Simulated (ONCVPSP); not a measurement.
Logarithmic derivatives: ruthenium (Ru), ONCV

Ru, optimised norm-conserving Vanderbilt (ONCV), made with ONCVPSP 4.0.1 (revPBE, scalar-relativistic). Core [Ar] 3d10, reference 4s2 4p6 4d6 (charge +2). Waves: 4s: rc 1.30 bohr, ncon 4, nbas 7, qcut 8.5 1/bohr, 3 projectors, debl 1.8 Ha; 4p: rc 1.35 bohr, ncon 3, nbas 6, qcut 10.6 1/bohr, 2 projectors, debl 0.9 Ha; 4d: rc 1.65 bohr, ncon 5, nbas 10, qcut 9.5 1/bohr, 2 projectors, debl 2.2 Ha. Local part: polynomial inside 1.20 bohr (lpopt 5, dvloc0 0 Ha). Core correction: Teter function, fcfact 2.75, rcfact 1.5.

In the s channel the program set the typed energies aside and used -3.544, 0.250, 2.050 Ha. In the p channel the program set the typed energies aside and used -2.438, 0.250 Ha.

The phase is arctan(r·R′/R) of the radial function R(r), unwrapped; energies in Ha, scanned from -5 to 5 Ha. A pole is an energy at which the radial function vanishes at the test radius. The pseudo phase is shifted by a multiple of π to meet the all-electron one at the reference energy, and phase errors are pseudo minus all-electron; the curves can meet again beyond the range given. Levels narrower than the energy grid can be missing from the lists of poles.

Q: For each channel, where are the poles, and over which energies does the pseudopotential scatter like the atom?

A:

```json
{"channel": "s", "radius (bohr)": "1.32", "reference energy (Ha)": "-3.54", "poles, all-electron": "-1.71", "poles, pseudo": "-1.71", "unbroken range about the reference energy with phases within 0.05 rad": "the whole range", "phase error 1 Ha above the reference energy (rad)": "-0.000"}
{"channel": "p", "radius (bohr)": "1.37", "reference energy (Ha)": "-2.44", "poles, all-electron": "-0.52", "poles, pseudo": "-0.52", "unbroken range about the reference energy with phases within 0.05 rad": "the whole range", "phase error 1 Ha above the reference energy (rad)": "-0.000"}
{"channel": "d", "radius (bohr)": "1.67", "reference energy (Ha)": "-0.88", "poles, all-electron": "0.34", "poles, pseudo": "0.34", "unbroken range about the reference energy with phases within 0.05 rad": "the whole range", "phase error 1 Ha above the reference energy (rad)": "-0.000"}
```

Phases in the d channel:

```tsv
E (Ha)	all-electron	pseudo
-4.96	1.293	1.293
-4.72	1.281	1.281
-4.48	1.266	1.266
-4.24	1.250	1.250
-4.00	1.231	1.231
-3.76	1.209	1.209
-3.52	1.182	1.182
-3.28	1.149	1.149
-3.04	1.107	1.107
-2.80	1.053	1.053
-2.56	0.978	0.978
-2.32	0.872	0.872
-2.08	0.709	0.709
-1.84	0.448	0.448
-1.60	0.042	0.042
-1.36	-0.451	-0.451
-1.12	-0.850	-0.850
-0.88	-1.106	-1.106
-0.64	-1.267	-1.267
-0.40	-1.376	-1.376
-0.16	-1.455	-1.455
0.08	-1.516	-1.516
0.32	-1.566	-1.566
0.56	-1.610	-1.610
0.80	-1.650	-1.650
1.04	-1.689	-1.689
1.28	-1.729	-1.729
1.52	-1.772	-1.772
1.76	-1.819	-1.819
2.00	-1.877	-1.877
2.24	-1.948	-1.948
2.48	-2.043	-2.043
2.72	-2.177	-2.178
2.96	-2.379	-2.380
3.20	-2.689	-2.691
3.44	-3.117	-3.121
3.68	-3.554	-3.559
3.92	-3.880	-3.884
4.16	-4.091	-4.094
4.40	-4.229	-4.232
4.64	-4.324	-4.327
4.88	-4.393	-4.395
```
